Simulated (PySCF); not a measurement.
Working out the ionisation energy of F(2+)

F(2+) [He] 2s2 2p3 (4S) → F(3+) [He] 2s2 2p2 (3P). Computed with PySCF 2.14 in dyall-av3z, with no relativity, point nucleus. Frozen: 1s2; the 14 highest virtual orbitals dropped. Energies in hartree (1 hartree = 27.21139 eV):

| part | F(2+) (lower) | F(3+) (upper) |
| --- | --- | --- |
| UHF | -97.613705 | -95.325746 |
| MP2 opposite-spin | -0.074647 | -0.069201 |
| MP2 same-spin | -0.030432 | -0.014135 |

What does Hartree-Fock give?

(-95.325746) − (-97.613705) = 2.287959 hartree = 62.259 eV.

What do MP2 and SCS-MP2 (6/5 opposite-spin, 1/3 same-spin) give?

The opposite-spin parts differ by 0.148 eV and the same-spin parts by 0.443 eV. MP2: 62.259 + (0.148) + (0.443) = 62.850 eV. SCS-MP2: 62.259 + 1.2 × (0.148) + (0.443)/3 = 62.584 eV.

A first-order spin-orbit estimate adds -0.054 eV to MP2 (valence), giving 62.796 eV against 62.708 eV (semi-empirical (NIST evaluation); NIST Atomic Spectra Database, ionization energies).

What remains against the reference includes basis incompleteness, the frozen core and correlation beyond second order.
